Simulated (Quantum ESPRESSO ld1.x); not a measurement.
Results of a calculation; reference values are marked as such.
Q: All-electron atom: W66+ in [He] 2s2 2p4. Code: ld1.x of Quantum ESPRESSO 7.5. Model: scalar-relativistic Kohn-Sham, LDA (Slater exchange, VWN5 correlation), spin-polarised, spherical densities, point nucleus; open shells are filled with parallel spins first. Some entries of the table are withheld. Estimate them.

orbital  occ.  eigenvalue (eV)  <r> (bohr)  r(max) (bohr)
1s up       1              (1)     0.01833          0.011
1s down     1              (2)     0.01832          0.011
2s up       1         -17979.6     0.07564          0.065
2s down     1         -17926.7     0.07573          0.065
2p up       3         -16577.3     0.06721          0.053
2p down     1         -16515.5     0.06732          0.053

A: 
(1) 1s up eigenvalue (eV): -76062.0
(2) 1s down eigenvalue (eV): -76024.9
